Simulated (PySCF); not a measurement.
**Peak assignment**

Geometry:
```tsv
atom	x (Å)	y (Å)	z (Å)
C1	3.383	0.262	-0.854
C2	2.398	0.342	-0.170
Si3	0.865	0.437	0.859
F4	1.293	0.986	2.326
C5	-0.026	-1.221	1.010
C6	-0.780	-1.512	-0.288
C7	-1.707	-0.414	-0.723
C8	-1.543	0.888	-0.542
Cl9	-2.776	1.965	-1.168
C10	-0.430	1.617	0.130
H11	4.251	0.200	-1.446
H12	0.651	-2.048	1.222
H13	-0.742	-1.180	1.834
H14	-1.366	-2.427	-0.175
H15	-0.058	-1.692	-1.092
H16	-2.584	-0.747	-1.261
H17	0.014	2.305	-0.593
H18	-0.850	2.246	0.919
```

PySCF 2.14.0 with density-fitted response routines calculation with shielding tensors at PBE0/pcSseg-1 (GIAO) and structure optimised with GFN2-xTB; relativity neglected, in vacuum, single conformer.

Referencing at the same level of theory: $^{13}$C (σ = 186.93 ppm), $^{1}$H (σ = 31.72 ppm) vs TMS.

Question: Assign these signals to the numbered atoms. $^{13}$C{$^{1}$H} NMR (computed): δ 144.4 (C), 135.0 (CH), 103.8 (CH), 87.6 (C), 27.2 (CH2), 25.2 (CH2), 13.2 (CH2).

Answer: 
| δ (ppm) | atoms | environment | reason |
| --- | --- | --- | --- |
| 144.4 | C8 | fully substituted alkene carbon | as expected for a trigonal carbon in a double bond |
| 135.0 | C7 | alkene CH | the olefinic region |
| 103.8 | C1 | terminal alkyne carbon | sp carbons lie upfield of alkene carbons because the cylindrical π system leaves one tensor component strongly shielded |
| 87.6 | C2 | alkyne carbon | sp carbons lie upfield of alkene carbons because the cylindrical π system leaves one tensor component strongly shielded |
| 27.2 | C10 | allylic sp3 CH2 bonded to Si | – |
| 25.2 | C6 | allylic sp3 CH2 | aliphatic region, no heteroatom directly attached |
| 13.2 | C5 | sp3 CH2 bonded to Si | – |

C10 and C6 lie closer than the usual error of such a calculation, so a measured spectrum could show them in the other order.

Question: Assign these signals to the numbered atoms. $^{1}$H NMR (400 MHz, computed): δ 6.16 (m, 1H), 2.55 (m, 1H), 2.42 (m, 1H), 2.09 (m, 1H), 2.03 (s, 1H), 1.98 (m, 1H), 1.14 (m, 1H), 1.02 (m, 1H).

Answer: 
| δ (ppm) | atoms | environment | reason |
| --- | --- | --- | --- |
| 6.16 | H16 | hydrogen on an alkene CH | attached to an sp2 carbon and in the plane of the double bond |
| 2.55 | H14 | hydrogen on an allylic sp3 CH2 | allylic position |
| 2.42 | H15 | hydrogen on an allylic sp3 CH2 | – |
| 2.09 | H17 | hydrogen on an allylic sp3 CH2 bonded to Si | allylic position |
| 2.03 | H11 | hydrogen on a terminal alkyne carbon | it lies on the axis of the triple bond, in its shielding cone |
| 1.98 | H18 | hydrogen on an allylic sp3 CH2 bonded to Si | allylic position |
| 1.14 | H12 | hydrogen on an sp3 CH2 bonded to Si | – |
| 1.02 | H13 | hydrogen on an sp3 CH2 bonded to Si | – |

H17 and H11; H11 and H18 lie closer than the usual error of such a calculation, so a measured spectrum could show them in the other order.

Carbons that carry Cl, above all several Cl atoms, come out too deshielded, partly because spin–orbit coupling is missing. Splittings by $^{19}$F in the carbon and heteronuclear signals aren't shown, as no couplings were computed. Shifts are as computed. Against solution values, carbons near 30 ppm lie about +3 ppm off and those near 130 ppm about +5 ppm; carbons on Cl a further +6 ppm. Of 1309 compounds with measured shifts, 239 miss one by over three times the rms of a fit or turn the order of signals round; such compounds aren't used in these exercises. No couplings were computed; multiplicities are counted from neighbouring protons, with m where these are inequivalent, close in shift, in a saturated or five-membered ring or joined by F or P, and br s for small geminal =CH2 splittings.
